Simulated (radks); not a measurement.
The numbers below are computed, except where a source is named.
How relativity changes the ionisation of neutral selenium ([Ar] 3d10 4s2 4p4) to Se+ ([Ar] 3d10 4s2 4p3). Spin-unpolarised spherical Kohn-Sham, PBE, point nucleus unless stated (finite: rms radius 4.14 fm), a radial shooting solver on a logarithmic mesh with Libxc functionals. A level marked "c x" has the speed of light scaled by that factor and shares open shells by 2j + 1; other Dirac levels either fill j = l - 1/2 first or share by 2j + 1.

level,E(Se) (hartree),E(Se+) (hartree),IE (eV),HOMO,<r> HOMO (bohr)
non-rel.,-2401.15604,-2400.75641,10.875,4p,2.308
scalar-rel.,-2429.96351,-2429.56496,10.845,4p,2.302
"scalar-rel., finite nucleus",-2429.94588,-2429.54733,10.845,4p,2.302
"Dirac, 2j+1 shares",-2430.11106,-2429.71236,10.849,4p3/2,2.320
"Dirac, low j first",-2430.12024,-2429.72860,10.657,4p3/2,2.323
"Dirac, 2j+1 shares, finite nucleus",-2430.09341,-2429.69470,10.849,4p3/2,2.320
"Dirac, c x 0.85",-2441.71819,-2441.31981,10.841,4p3/2,2.325
"Dirac, c x 1.5",-2413.80758,-2413.40838,10.863,4p3/2,2.313
"Dirac, c x 5",-2402.28097,-2401.88137,10.874,4p3/2,2.308

NIST Atomic Spectra Database: 9.752 eV (measured). The relativistic part of the total energy of Se is -28.94 hartree (Dirac, 2j+1 shares, finite nucleus), 1.2 % of the non-relativistic value. Spin polarisation and multiplet splitting of open shells are left out at every level.

Beside tabulated values, note that spin-unpolarised runs miss the spin-polarisation part of the exchange energy of open shells.
